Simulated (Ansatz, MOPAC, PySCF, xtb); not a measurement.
Lewis adduct: AlH3 (SMILES [AlH3]) (first 4 atoms) with C2H6O (SMILES COC); geometry from B3LYP-D3(BJ)/def2-TZVP, rigid monomers moved along the line of their centres of mass till Al1···O6 is 1.79 Å.
(charge 0, multiplicity 1):
```xyz
13

Al     0.0753    -0.2123     0.6521
H     -1.4449    -0.3797     0.1993
H      0.7371     1.2098     0.3630
H      1.0151    -1.5001     0.6271
C      0.4408    -0.9964     3.3816
O     -0.1364    -0.1039     2.4216
C     -0.9378     0.9385     2.9897
H     -0.3527    -1.4883     3.9475
H      1.0916    -0.4371     4.0564
H      1.0157    -1.7285     2.8232
H     -1.7710     0.5010     3.5424
H     -1.3140     1.5402     2.1672
H     -0.3249     1.5535     3.6509
```

```
level                          interaction energy (meV)
-----------------------------  ------------------------
PM3                                             -1136.6
PM6                                              -106.6
PM7                                                -1.5
GFN2-xTB                                        -1666.4
HF/STO-3G (no counterpoise)                     -1656.8
HF/6-31G* (no counterpoise)                      -910.1
PBE-D4/def2-TZVPPD                               -944.5
B3LYP/3-21G (no counterpoise)                   -1526.1
B3LYP/def2-TZVPPD                                -845.6
B3LYP-D3(BJ)/def2-TZVPPD                        -1023.8
B3LYP-D4/def2-TZVPPD                            -1013.1
PBE0/def2-TZVPPD                                 -983.0
CCSD/aug-cc-pV(D+d)Z                             -826.7
CCSD(T)/aug-cc-pV(D+d)Z                          -831.5
```

The rows run from -1666.4 (GFN2-xTB) to -1.5 meV (PM7). The dispersion term adds -178.2 in B3LYP-D3(BJ), -167.4 in B3LYP-D4.

Interaction energies are E(AB) − E(A) − E(B) at the monomers' geometry in the complex; basis-set methods are counterpoise corrected. Rows marked so take none.

Correlated levels freeze the cores. Rows in 3-21G, 6-31G*, STO-3G carry no dispersion term and start afresh at each structure (6-31G* with six Cartesian d functions). The state reached by PM3, PM6, PM7 isn't checked; PM7 holds dispersion and hydrogen-bond terms.

Codes used: Ansatz (a program for electronic structure); MOPAC for PM3, PM6, PM7 (differences of heats of formation); PySCF for 3-21G rows, 6-31G* rows, STO-3G rows, the dispersion terms; xtb for the GFN methods.
